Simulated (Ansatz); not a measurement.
VO4H3, relaxed as a singlet with RKS r2SCAN-D4/def2-SVP in Ansatz, starting from the GFN1-xTB geometry. Force threshold 0.02 eV/Å.

The structure holds one bond between oxygen atoms, so isomers without such links may lie far lower. The restricted singlet is unstable towards broken spin symmetry in Hartree–Fock (as tested in another run); at r2SCAN-D4/def2-SVP this wasn't settled. In the singlet, H6 and H8 lie 0.77 Å apart (atoms count from 1), so H2 has formed as a molecule. Another isomer (singlet) lies 0.14 eV lower at PBE0-D4/def2-TZVP; other spin states weren't run for this one.

Start:

```xyz
8

V     0.139    0.155   -0.267
O     0.297   -1.468   -0.842
O     0.667   -1.320    0.403
O    -1.105    0.450    0.752
O     1.607   -0.412    0.457
H     0.819    1.574   -0.244
H    -1.824    0.585    1.367
H    -0.600    0.437   -1.627
```

```json
{"step": "1", "energy (eV)": "-33904.8603", "largest force component (eV/Å)": "8.289", "SCF passes": "46"}
{"step": "2", "energy (eV)": "-33906.2186", "largest force component (eV/Å)": "4.481", "SCF passes": "41"}
{"step": "3", "energy (eV)": "-33906.7626", "largest force component (eV/Å)": "0.840", "SCF passes": "41"}
{"step": "4", "energy (eV)": "-33906.8307", "largest force component (eV/Å)": "0.354", "SCF passes": "36"}
{"step": "5", "energy (eV)": "-33906.8554", "largest force component (eV/Å)": "0.313", "SCF passes": "36"}
{"step": "6", "energy (eV)": "-33906.8608", "largest force component (eV/Å)": "0.184", "SCF passes": "36"}
{"step": "7", "energy (eV)": "-33906.8617", "largest force component (eV/Å)": "0.049", "SCF passes": "35"}
{"step": "8", "energy (eV)": "-33906.8626", "largest force component (eV/Å)": "0.052", "SCF passes": "36"}
{"step": "9", "energy (eV)": "-33906.8632", "largest force component (eV/Å)": "0.052", "SCF passes": "37"}
{"step": "10", "energy (eV)": "-33906.8653", "largest force component (eV/Å)": "0.243", "SCF passes": "36"}
{"step": "11", "energy (eV)": "-33906.8668", "largest force component (eV/Å)": "0.144", "SCF passes": "36"}
{"step": "15", "energy (eV)": "-33906.8692", "largest force component (eV/Å)": "0.071", "SCF passes": "35"}
{"step": "19", "energy (eV)": "-33906.8693", "largest force component (eV/Å)": "0.005", "SCF passes": "27"}
{"step": "23", "energy (eV)": "-33906.8693", "largest force component (eV/Å)": "0.013", "SCF passes": "29"}
{"step": "27", "energy (eV)": "-33906.8697", "largest force component (eV/Å)": "0.089", "SCF passes": "36"}
{"step": "31", "energy (eV)": "-33906.8707", "largest force component (eV/Å)": "0.102", "SCF passes": "37"}
{"step": "35", "energy (eV)": "-33906.8725", "largest force component (eV/Å)": "0.106", "SCF passes": "37"}
{"step": "39", "energy (eV)": "-33906.8801", "largest force component (eV/Å)": "0.249", "SCF passes": "36"}
{"step": "43", "energy (eV)": "-33906.8942", "largest force component (eV/Å)": "0.563", "SCF passes": "37"}
{"step": "47", "energy (eV)": "-33908.6447", "largest force component (eV/Å)": "4.410", "SCF passes": "51"}
{"step": "51", "energy (eV)": "-33910.8114", "largest force component (eV/Å)": "1.450", "SCF passes": "41"}
{"step": "55", "energy (eV)": "-33910.9576", "largest force component (eV/Å)": "0.065", "SCF passes": "33"}
{"step": "59 (rejected)", "energy (eV)": "-33910.9491", "largest force component (eV/Å)": "1.275", "SCF passes": "35"}
{"step": "63", "energy (eV)": "-33910.9849", "largest force component (eV/Å)": "0.046", "SCF passes": "34"}
{"step": "67 (rejected)", "energy (eV)": "-33910.9753", "largest force component (eV/Å)": "0.934", "SCF passes": "35"}
{"step": "70", "energy (eV)": "-33910.9922", "largest force component (eV/Å)": "0.014", "SCF passes": "28"}
```

Force components are those of the run's own axes.

End:

```xyz
8

V     0.0547   -0.4224    0.0964
O    -0.6044   -1.2517   -1.0677
O     1.3036   -1.3448    0.9630
O    -1.1049    0.4745    1.0885
O     1.8578   -0.2710    0.2107
H     0.1811    1.3976   -0.8102
H    -2.0570    0.4935    0.9129
H     0.3690    0.9243   -1.3936
```

Bonds lost: O2–O3 (atoms count from 1).

The force fell under the threshold at step 14, but the optimiser went on and released 4.123 eV more. No frequencies were taken in this run, so the end may be a saddle point.

Run time 2.6 min (4 threads of Arm Neoverse V2 on a shared host).
